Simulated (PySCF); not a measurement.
NMR data simulated for an unnamed compound:

1H NMR (600 MHz, computed): δ 7.45 (s, 1H), 5.22 (s, 3H), 1.76 (m, 1H), 0.95 (m, 2H), 0.66 (m, 2H).

13C{1H} NMR (computed): δ 149.6 (C), 136.4 (CH), 7.6 (CH2), 6.2 (CH).

PySCF calculation with GIAO PBE0/pcSseg-1 shieldings and PBE0-D3(BJ)/def2-SVP geometry; non-relativistic, one averaged value for each set of equivalent atoms, single conformer, isolated molecule.

Chemical shifts δ = σref − σ; 1H and 13C vs TMS, all at this level.

Q: Which of these does the molecule contain: a three-membered ring, a non-aromatic C=C double bond, a heteroaromatic ring, an aldehyde, a vinyl group CH=CH2, a Si–H bond?

A: 
- A three-membered ring: yes.
- A non-aromatic C=C double bond: no.
- A heteroaromatic ring: yes.
- An aldehyde: no.
- A vinyl group CH=CH2: no.
- A Si–H bond: yes (δH 5.22 (s)).

The data belong to `N1=NN([SiH3])C(C2CC2)=C1`, C$_{5}$H$_{9}$N$_{3}$Si; they needn't prove each group on their own.

Carbon signals by region: 2 in the sp2 and nitrile region (100–160 ppm), 2 below 50 ppm.

Shifts are as computed. Against solution values, carbons near 30 ppm lie about +2 ppm off and those near 130 ppm about +5 ppm. Of 1313 compounds with measured shifts, 239 miss one by over three times the rms of a fit or turn the order of signals round; such compounds aren't used in these exercises. No couplings were computed; multiplicities are counted from neighbouring protons, with m where these are inequivalent, close in shift, in a saturated or five-membered ring or joined by F or P, and br s for small geminal =CH2 splittings.
